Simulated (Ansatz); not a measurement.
Harmonic frequencies (cm⁻¹) at PBE0-D4/def2-TZVP from Ansatz: 140, 194, 204, 378, 428, 496, 631, 658, 814, 824, 929, 936, 968, 1001, 1069, 1220, 1309, 1359, 1642, 1702, 2191, 2202, 2206, 3134, 3160, 3612, 3728.

Each molecule was computed in one conformer, which needn't be the lowest.

(1) Which molecule is it?
A. `N/C=C/[SiH3]`
B. `C=C[SiH2]N`
C. `C/C=N\[SiH3]`
D. `C1C[SiH2]N1`

Results:

(1) A.
